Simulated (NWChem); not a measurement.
# CH$_{4}$Cd; SMILES [CH3][CdH]

```xyz
6

Cd    -0.0401    -0.2865    -0.0045
H     -0.0693    -1.9638    -0.0080
C     -0.0116     1.8273    -0.0019
H      0.8514     2.2125     0.5634
H     -0.9263     2.2297     0.4611
H      0.0510     2.2236    -1.0274
```
Atoms are numbered in this order, from 1.

Geometry: optimised at PBE0/def2-SVP. def2 effective core potentials on Cd; no spin-orbit coupling.

 States above −ε(HOMO) = 6.2 eV lie in this functional's continuum and hang on the basis.

Task: List the 6 lowest vertical singlet excitations from PBE/def2-SVPD with def2 effective core potentials on Cd, full TDDFT (NWChem).

Result: 
```
state  energy (eV)  oscillator strength  leading excitation (squared amplitude)
-----  -----------  -------------------  --------------------------------------
S1            5.22                0.000                      HOMO → LUMO (1.00)
S2            5.22                0.000                    HOMO → LUMO+1 (1.00)
S3            6.48                0.315                    HOMO → LUMO+2 (0.83)
S4            7.32                0.279                    HOMO−1 → LUMO (0.97)
S5            7.32                0.279                  HOMO−1 → LUMO+1 (0.97)
S6            7.59                0.000                  HOMO−1 → LUMO+2 (0.78)
```
